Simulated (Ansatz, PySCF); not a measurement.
Gas-phase reaction (SMILES): C=C[Si](O)(O)O [ethenyl(trihydroxy)silane] + F (HF) → O[Si](O)(O)F + C=C (C2H4); hydrogen fluoride cleaves one Si-C bond, a model of a ligand-exchange step.

Each molecule is optimised on its own at B3LYP-D3(BJ)/def2-TZVP (Ansatz, an electronic-structure program), one conformer each, not searched for the lowest. Correlated levels leave the core frozen unless marked. Spin-orbit coupling is left out. No relativistic terms. CBS(X,Y): correlation extrapolated as X^-3; Hartree-Fock from the larger set. Thermal terms are rigid-rotor harmonic-oscillator values from B3LYP-D3(BJ) frequencies (Ansatz or PySCF) at 298.15 K and 1 atm. 1 Eh = 627.5095 kcal/mol.

```json
[
 {"species": "C=C[Si](O)(O)O", "E, CCSD(T)/CBS(cc-pV(T+d)Z,cc-pV(Q+d)Z) (Ansatz) (Eh)": "-594.45490", "E, PBE0-D4/def2-TZVPD (Ansatz + dftd4) (Eh)": "-594.82664", "H - E (Eh)": "0.09513"},
 {"species": "F (HF)", "E, CCSD(T)/CBS(cc-pV(T+d)Z,cc-pV(Q+d)Z) (Ansatz) (Eh)": "-100.39146", "E, PBE0-D4/def2-TZVPD (Ansatz + dftd4) (Eh)": "-100.39487", "H - E (Eh)": "0.01259"},
 {"species": "O[Si](O)(O)F", "E, CCSD(T)/CBS(cc-pV(T+d)Z,cc-pV(Q+d)Z) (Ansatz) (Eh)": "-616.43007", "E, PBE0-D4/def2-TZVPD (Ansatz + dftd4) (Eh)": "-616.76145", "H - E (Eh)": "0.05355"},
 {"species": "C=C (C2H4)", "E, CCSD(T)/CBS(cc-pV(T+d)Z,cc-pV(Q+d)Z) (Ansatz) (Eh)": "-78.47456", "E, PBE0-D4/def2-TZVPD (Ansatz + dftd4) (Eh)": "-78.51403", "H - E (Eh)": "0.05494"}
]
```

Question: Work out ΔE and ΔH at 298.15 K at the first level, then ΔH at the second.

Answer: 
1. ΔE = [(-616.43007) + (-78.47456)] - [(-594.45490) + (-100.39146)] = -0.05827 Eh = -36.6 kcal/mol at CCSD(T)/CBS(cc-pV(T+d)Z,cc-pV(Q+d)Z).
2. The terms H - E add up to 0.00077 Eh, so ΔH = (-0.05827 + (0.00077))×627.5095 = -36.1 kcal/mol.
3. At PBE0-D4/def2-TZVPD the same steps give ΔE = -33.9 and ΔH = -33.4 kcal/mol, a shift of +2.7 from the first level.
4. These values are not checked against measurement here, since the tables used lack a sound gas-phase enthalpy of formation for at least one species.
